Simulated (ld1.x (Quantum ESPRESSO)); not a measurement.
**Tc (Z = 43), RRKJ: configuration errors across variants**

* Element: Tc
* Generator: ld1.x (Quantum ESPRESSO) 7.5
* Type: norm-conserving RRKJ (Kleinman–Bylander form)
* Functional: PBEsol
* Relativity: scalar-relativistic
* Frozen core: [Ar] 3d10
* Valence charge: 15
* Reference configuration: 4s2 4p6 4d5 5s1.5 5p0.5
* Partial waves: 4s (bound): rc 0.95 bohr; 4p (bound): rc 1.55 bohr; 4d (bound): rc 1.45 bohr
* Local potential: all-electron potential smoothed inside 1.50 bohr (lloc = -1)
* Core correction: none
* rho0: 0.005

Occupied shells without a wave of their own: 5p, 5s. They enter only through the test configuration that unscreens the potential.

All-electron excitation energies from the reference (eV): (1) 4s2 4p6 4d5 5s2 5p0 -1.876; (2) 4s2 4p6 4d5 5s1 5p0 6.320; (3) 4s2 4p6 4d5 5s0 5p0 21.160; (4) 4s2 4p6 4d4 5s2 5p1 4.737; (5) 4s2 4p6 4d4 5s2 5p0 9.778; (6) 4s2 4p6 4d5 5s0 5p2 5.910; (7) 4s2 4p6 4d5 5s0 5p1 10.954.

On the changes marked as counting shells twice: ld1.x takes every shell without a wave as core, so the model core holds the marked electrons as well and exchange and correlation see them twice. This cancels in the reference configuration, but the file is broken for other ones, and its errors say nothing about a proper core correction.

3 further variants failed, have other tests or another functional or relativity, and are left out.

Errors AE − PS in meV (a dash: test not solved or not reliable):

| change | (1) | (2) | (3) | (4) | (5) | (6) | (7) | bound ghosts |
| --- | --- | --- | --- | --- | --- | --- | --- | --- |
| base | -19 | +14 | +66 | -15 | -31 | +67 | +70 | none |
| wave 4d (bound): rc 1.45 bohr becomes 4d (bound): rc 1.26 bohr | -19 | +14 | +66 | -15 | -31 | +67 | +70 | none |
| all radii scaled by about 0.93 (s 0.88, p 1.44, d 1.34 bohr); local potential all-electron potential smoothed inside 1.40 bohr (lloc = -1) | +30 | -57 | -192 | +62 | +44 | -98 | -133 | none |
| local potential the p channel | +25 | -108 | -304 | +110 | +17 | -70 | -151 | none |
| wave 4p (bound): rc 1.55 bohr becomes 4p (bound): rc 1.54 bohr | -19 | +14 | +66 | -15 | -31 | +67 | +70 | none |
| type TM; local potential the p channel; rho0 0 | +28 | -111 | -317 | +114 | +21 | -79 | -161 | none |
| core correction a·sin(br)/r model core inside 0.52 bohr (5p, 5s counted twice) | -25 | -125 | -544 | -40 | -88 | +17 | -34 | none |
| wave 4s (bound): rc 0.95 bohr becomes 4s (bound): rc 1.16 bohr | -24 | +21 | +92 | -22 | -39 | +85 | +91 | none |
| local potential all-electron potential smoothed inside 1.20 bohr (lloc = -1) | +96 | -175 | -606 | +195 | +151 | -326 | -432 | none |

Q: Give the same row for: local potential all-electron potential smoothed inside 1.74 bohr (lloc = -1).

A: –, –, –, –, –, –, –; bound ghosts: not determined. Not counted: all (the test run did not reproduce the reference configuration, from which every error is measured).
